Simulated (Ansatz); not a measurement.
This geometry of BCl$_{2}$H$_{3}$O (7 atoms, charge 0, multiplicity 1) is a first-order saddle point.

These are results of Ansatz, RKS PBE/def2-SVP, not measurements.

```xyz
7
Properties=species:S:1:pos:R:3
B -0.410 -0.095 -0.160
H 0.028 -1.261 0.415
Cl -0.038 -0.194 -1.927
Cl -2.105 0.156 0.353
H 0.639 -0.481 0.753
O 0.600 0.799 0.605
H 1.286 1.076 -0.038
```

(1) Which two structures does it join? (They come from a converged band through this point; their orientation in space is the band's.)

(2) How far does it lie above each of them?

## Answers

(1) Bonds broken: B1–H2, H5–O6. Bonds formed: H2–H5. BCl2H3O becomes BCl2HO + H2.

Initial state:

```xyz
7
Properties=species:S:1:pos:R:3
B -0.533 -0.375 -0.147
H -0.353 -1.491 0.303
Cl 0.024 -0.168 -1.897
Cl -2.110 0.405 0.252
H 1.383 -0.068 0.844
O 0.633 0.543 0.675
H 0.955 1.155 -0.030
```

Final state:

```xyz
7
Properties=species:S:1:pos:R:3
B -0.628 0.614 -0.478
H 0.744 -2.135 0.992
Cl -0.264 -0.002 -2.105
Cl -2.228 0.374 0.214
H 0.929 -1.477 1.343
O 0.300 1.271 0.255
H 1.147 1.355 -0.221
```

(2) 0.91 eV above the first and 1.67 eV above the second. This is the barrier of this one path; another mechanism may lie lower. The orbitals stay closed-shell, which can raise the energy where a bond breaks towards radicals; this wasn't checked here.

Time of the run: 38 s on 2 threads of Intel(R) Xeon(R) 6975P-C (Granite Rapids), with other jobs on the host, peak memory 0.16 GiB.
